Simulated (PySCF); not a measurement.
A structure optimised at PBE0-D3(BJ)/def2-SVP, used in a PySCF frequency run:

```
C
F 1 1.3550
F 1 1.3550 2 106.38
C 1 1.5157 2 111.65 3 -122.03
C 4 1.3375 1 108.34 2 -120.53
H 4 1.0895 5 128.97 1 -180.00
H 5 1.0910 4 126.31 6 0.00
C 5 1.4883 7 124.02 4 -180.00
C 8 1.3375 5 109.67 7 180.00
H 9 1.0895 8 128.97 5 -180.00
H 8 1.0910 9 126.31 10 0.00
```

Q: Write its SMILES, formula and point group.

A: FC1(F)C=CC=C1, C₅H₄F₂, C2v

Q: What are its rotational constants (standard atomic weights)?

A: 4.7702, 2.5261, 2.3336 GHz
